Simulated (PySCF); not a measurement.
In(CF3)(OH)2 (CH2F3InO2), SMILES [OH][In]([OH])[C](F)(F)F. Atoms are numbered in the order given.

```xyz
9

In     0.2616     0.4726     0.3876
C     -0.5967    -1.1150    -0.9072
F     -1.8117    -1.4932    -0.4674
F      0.1753    -2.2117    -0.9502
F     -0.7500    -0.6804    -2.1745
O      1.2570    -0.0051     2.0513
H      1.5601     0.7892     2.5152
O      0.1224     2.4481     0.0738
H     -0.3550     2.6689    -0.7385
```

The structure is a stationary point at B3LYP-D3(BJ)/def2-SVP. The def2 effective core potentials stand for the cores of In; spin–orbit coupling is left out. The values are those of a single conformer.

All values below come from PBE/def2-TZVP (PySCF).

ESP charges are fitted to the potential on shells at 1.4 to 2.0 van der Waals radii. Atomic charges (e):

```tsv
atom	Mulliken	Löwdin	ESP fit
In1	0.65	0.43	0.79
C2	0.29	-0.80	0.26
F3	-0.12	0.21	-0.14
F4	-0.12	0.21	-0.12
F5	-0.13	0.20	-0.17
O6	-0.59	-0.28	-0.71
H7	0.31	0.16	0.41
O8	-0.59	-0.29	-0.68
H9	0.30	0.16	0.35
```
